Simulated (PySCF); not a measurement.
# Computed structure and properties of [Er(NH3)6]3+

System: [Er(NH3)6]3+ (singlet in the valence; each metal's 4f electrons, 11 of them, lie in its core potential, out of spins and levels); start: template (Ci). Method: PySCF 2.14.0, RKS TPSS, Er lcecp-1-SVP with ECP57, N def2-SVP, H def2-SVP; non-relativistic Hamiltonian with scalar-relativistic core potentials where named; density fitting; no spin-orbit coupling.

Input of the relaxation:

```python
mol = gto.M(atom='''
Er     0.00000     0.00000     0.00000
N      0.00000     0.00000     2.48250
H      0.81330     0.46960     2.88050
H     -0.81330     0.46960     2.88050
H      0.00000    -0.93920     2.88050
N      0.00000     0.00000    -2.48250
H      0.81330    -0.46960    -2.88050
H     -0.81330    -0.46960    -2.88050
H      0.00000     0.93920    -2.88050
N      2.48250     0.00000     0.00000
H      2.88050    -0.46960     0.81330
H      2.88050    -0.46960    -0.81330
H      2.88050     0.93920     0.00000
N      0.00000     2.48250     0.00000
H      0.46960     2.88050     0.81330
H      0.46960     2.88050    -0.81330
H     -0.93920     2.88050     0.00000
N     -2.48250     0.00000     0.00000
H     -2.88050     0.46960     0.81330
H     -2.88050     0.46960    -0.81330
H     -2.88050    -0.93920     0.00000
N      0.00000    -2.48250     0.00000
H     -0.46960    -2.88050     0.81330
H     -0.46960    -2.88050    -0.81330
H      0.93920    -2.88050     0.00000''',
    basis={'Er': 'lcecp-1-SVP', 'N': 'def2-SVP', 'H': 'def2-SVP'},
    ecp={'Er': 'lcecp-1-SVP'},
    charge=3, spin=0)
mf = dft.RKS(mol, xc='TPSS')
mf.grids.atom_grid = (50, 194)  # f atoms: unpruned, at least (60, 302)
mf = mf.density_fit()  # fitting sets: Er AutoAux, N def2-universal-JKFIT, H def2-universal-JKFIT
mf.conv_tol = 1e-08; mf.max_cycle = 55
mf.kernel(dm0)  # dm0: converged density of the start geometry
# quasi-Newton relaxation in Cartesian coordinates to a largest gradient under 0.00045 Eh/bohr, steps kept in the point group
```

Run from Python with OMP_NUM_THREADS=4; the lines above give its settings. Where DIIS fails, smearing, a level shift and second-order steps follow.
It took 3.1 min on 4 threads of AMD EPYC 9R14 (Zen 4), on a shared host, from the converged density of the start.

Course of the relaxation:

| step | energy above end (eV) | largest force component within the symmetry (eV/Å) |
| --- | --- | --- |
| 0 | 0.2238 | 1.077 |
| 1 | 0.0750 | 0.288 |
| 2 | 0.0227 | 0.177 |
| 3 | 0.0108 | 0.198 |
| 4 | 0.0029 | 0.093 |
| 5 | 0.0009 | 0.019 |
| 6 | 0.0005 | 0.006 |
| 7 | 0.0004 | 0.008 |
| 8 | 0.0002 | 0.017 |
| 9 | 0.0001 | 0.026 |
| 10 | 0.0001 | 0.024 |
| 11 | 0.0000 | 0.007 |

Relaxed geometry (Ci):

```xyz
25

Er    0.0000    0.0000    0.0000
N     0.0219    0.0283    2.5181
H     0.8358    0.5038    2.9486
H    -0.7843    0.5001    2.9665
H     0.0292   -0.9009    2.9768
N    -0.0219   -0.0283   -2.5181
H     0.7843   -0.5001   -2.9665
H    -0.8358   -0.5038   -2.9486
H    -0.0292    0.9009   -2.9768
N     2.5180   -0.0019    0.0050
H     2.9600   -0.4740    0.8148
H     2.9689   -0.4635   -0.8056
H     2.9621    0.9344    0.0124
N     0.0006    2.5176    0.0259
H     0.3963    2.9509    0.8800
H     0.5345    2.9765   -0.7346
H    -0.9328    2.9620   -0.0467
N    -2.5180    0.0019   -0.0050
H    -2.9689    0.4635    0.8056
H    -2.9600    0.4740   -0.8148
H    -2.9621   -0.9344   -0.0124
N    -0.0006   -2.5176   -0.0259
H    -0.5345   -2.9765    0.7346
H    -0.3963   -2.9509   -0.8800
H     0.9328   -2.9620    0.0467
```

| contact | Å |
| --- | --- |
| Er1–N2 (NH3) | 2.518 |
| Er1–N6 (NH3) | 2.518 |
| Er1–N10 (NH3) | 2.518 |
| Er1–N14 (NH3) | 2.518 |
| Er1–N18 (NH3) | 2.518 |
| Er1–N22 (NH3) | 2.518 |

On the finer grid (75, 302):

| Property | Result |
| --- | --- |
| HOMO | -19.96 eV |
| LUMO | -13.17 eV |
| Dipole about the centre of mass | 0.00 D |
| Set of Mulliken populations of Er1 outside the core potential | s 2.39, p 6.46, d 1.00, f 0.03 |
| D3(BJ) dispersion energy (not in the energies) | -0.677 eV |

| atom | Mulliken (e) | Löwdin (e) | spin (e) |
| --- | --- | --- | --- |
| Er1 | 1.12 | 0.67 | 0.00 |
| N2 | -0.32 | -0.03 | 0.00 |
| H3 | 0.21 | 0.14 | 0.00 |
| H4 | 0.21 | 0.14 | 0.00 |
| H5 | 0.21 | 0.14 | 0.00 |
| N6 | -0.32 | -0.03 | 0.00 |
| H7 | 0.21 | 0.14 | 0.00 |
| H8 | 0.21 | 0.14 | 0.00 |
| H9 | 0.21 | 0.14 | 0.00 |
| N10 | -0.32 | -0.03 | 0.00 |
| H11 | 0.21 | 0.14 | 0.00 |
| H12 | 0.21 | 0.14 | 0.00 |
| H13 | 0.21 | 0.14 | 0.00 |
| N14 | -0.32 | -0.03 | 0.00 |
| H15 | 0.21 | 0.14 | 0.00 |
| H16 | 0.21 | 0.14 | 0.00 |
| H17 | 0.21 | 0.14 | 0.00 |
| N18 | -0.32 | -0.03 | 0.00 |
| H19 | 0.21 | 0.14 | 0.00 |
| H20 | 0.21 | 0.14 | 0.00 |
| H21 | 0.21 | 0.14 | 0.00 |
| N22 | -0.32 | -0.03 | 0.00 |
| H23 | 0.21 | 0.14 | 0.00 |
| H24 | 0.21 | 0.14 | 0.00 |
| H25 | 0.21 | 0.14 | 0.00 |

The 4f levels lie in the core potential and are missing. Their spin isn't counted.

No frequency check is given for this geometry.

Taking off one NH3 (charge 0, singlet; the rest: singlet) in vacuum, both parts rigid, costs 2.56 eV; the small basis without counterpoise inflates it. Parting with an electron moved from the ligand to the metal can be far cheaper, even downhill.

Rigid scan of NH3 along the line from its metal:

| distance to N2 (Å) | energy (eV) |
| --- | --- |
| 2.22 | 0.338 |
| 2.32 | 0.130 |
| 2.42 | 0.028 |
| 2.52 | 0.000 |
| 2.62 | 0.022 |
| 2.72 | 0.076 |
| 2.92 | 0.238 |

One start shape was tried, so this needn't be the lowest isomer.

An lcecp potential fixes the number of 4f electrons, so in runs with it no electron can move into or out of that shell.
